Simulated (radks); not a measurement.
Task: The dysprosium ion Dy4+, 62 electrons, occupied as [Xe] 4f6 6s2 (not the ground configuration). Calculated with a radial shooting solver on a logarithmic mesh with Libxc functionals: Dirac Kohn-Sham, exchange-only LDA, spin-unpolarised, spherical densities, finite nucleus; open shells are shared between the two j in proportion to 2j + 1; Fermi nuclear charge, rms radius 5.2218 fm. Some entries of the table are withheld. Estimate them.

orbital     occ.  eigenvalue (eV)  <1/r> (bohr^-1)
1s1/2          2        -53617.56              (1)
2s1/2          2        -8992.824            17.84
2p1/2          2        -8560.097            17.83
2p3/2          4        -7761.193            15.61
3s1/2          2        -2067.895            6.514
3p1/2          2        -1878.554            6.434
3p3/2          4        -1712.818            5.869
3d3/2          4        -1385.722            5.753
3d5/2          6        -1349.537            5.613
4s1/2          2        -472.9607            2.750
4p1/2          2        -398.0010            2.647
4p3/2          4        -359.9102            2.454
4d3/2          4        -235.7856            2.248
4d5/2          6        -228.7419            2.201
5s1/2          2        -109.0975              (2)
5p1/2          2         -85.9417            1.028
5p3/2          4         -79.2701           0.9623
4f5/2    2.57143         -78.6603            1.783
4f7/2    3.42857         -77.5136            1.766
5d3/2          0         -46.3853           0.7550
5d5/2          0         -45.5310           0.7416
6s1/2          2         -37.0663           0.4988
6p1/2          0              (3)           0.4469
6p3/2          0              (4)           0.4274
5f5/2          0         -19.4528           0.4115
5f7/2          0         -19.3947           0.4099
7s1/2          0         -17.9253           0.2760

Result: 
(1) 1s1/2 <1/r> (bohr^-1): 74.49
(2) 5s1/2 <1/r> (bohr^-1): 1.127
(3) 6p1/2 eigenvalue (eV): -30.4563
(4) 6p3/2 eigenvalue (eV): -29.0234
